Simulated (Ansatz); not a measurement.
Two members of one family (Series SeX2), computed with Ansatz in the gas phase. Binding counts from free atoms in the multiplicity of their measured ground term, without zero-point energy. A dash marks a value that wasn't run or was left out as unsound. The structures are stationary points that may keep the symmetry of their start. Remarks come from the PBE and PBE0 runs and from stability tests at other levels; not every state was tested. HOMO above LUMO (over both spins in singlets and doublets, within one spin in higher multiplets; at PBE or PBE0), or a gap under 0.15 eV within one spin, warns that the state may not be the lowest or that an electron is smeared out.

First: Se(GeH3)2 (singlet, charge 0, PBE0-D4/def2-SVP geometry).

```xyz
9

Se   -0.899    0.448    1.271
Ge    0.100    1.677   -0.473
H    -0.215    3.150   -0.176
H    -0.496    1.257   -1.829
H     1.622    1.439   -0.485
Ge   -0.140   -1.657    0.529
H    -0.735   -2.682    1.508
H     1.399   -1.708    0.560
H    -0.636   -1.924   -0.904
```

```json
{"level": "PBE-D4/def2-SVP", "HOMO (eV)": "-5.62", "LUMO (eV)": "-1.04", "gap (eV)": "4.58", "vertical IE (eV)": "–", "vertical triplet (eV)": "–", "binding per atom (eV)": "2.65"}
{"level": "r2SCAN-D4/def2-TZVP", "HOMO (eV)": "-6.01", "LUMO (eV)": "-0.91", "gap (eV)": "5.10", "vertical IE (eV)": "8.78", "vertical triplet (eV)": "4.68", "binding per atom (eV)": "2.69"}
{"level": "B97M-V/def2-TZVP", "HOMO (eV)": "-6.15", "LUMO (eV)": "-0.98", "gap (eV)": "5.17", "vertical IE (eV)": "–", "vertical triplet (eV)": "–", "binding per atom (eV)": "2.72"}
{"level": "PBE0-D4/def2-SVP", "HOMO (eV)": "-6.78", "LUMO (eV)": "-0.21", "gap (eV)": "6.58", "vertical IE (eV)": "–", "vertical triplet (eV)": "–", "binding per atom (eV)": "2.64"}
{"level": "PBE0-D4/def2-TZVP", "HOMO (eV)": "-6.87", "LUMO (eV)": "-0.35", "gap (eV)": "6.52", "vertical IE (eV)": "8.81", "vertical triplet (eV)": "4.73", "binding per atom (eV)": "2.64"}
```

Remarks: gap within one spin near zero at PBE or PBE0 (triplet).

Second: Se(SiH3)2 (singlet, charge 0, PBE0-D4/def2-SVP geometry).

```xyz
9

Se    0.982   -0.832   -0.916
Si    0.093    1.265   -1.119
H    -1.399    1.211   -1.135
H     0.599    1.805   -2.412
H     0.530    2.143    0.007
Si   -0.042   -1.310    1.071
H     0.423   -2.669    1.465
H    -1.528   -1.299    0.922
H     0.342   -0.313    2.115
```

Problem. What does the change do? Estimate second minus first.

Solution. 
| level | Δ HOMO (eV) | Δ LUMO (eV) | Δ gap (eV) | Δ vertical IE (eV) | Δ vertical triplet (eV) | Δ binding per atom (eV) |
| --- | --- | --- | --- | --- | --- | --- |
| PBE-D4/def2-SVP | -0.26 | 0.10 | 0.36 | – | – | 0.25 |
| r2SCAN-D4/def2-TZVP | -0.26 | 0.08 | 0.34 | 0.31 | 0.38 | 0.26 |
| B97M-V/def2-TZVP | -0.28 | -0.01 | 0.27 | – | – | 0.24 |
| PBE0-D4/def2-SVP | -0.26 | 0.11 | 0.37 | – | – | 0.25 |
| PBE0-D4/def2-TZVP | -0.25 | -0.01 | 0.24 | 0.31 | 0.36 | 0.27 |
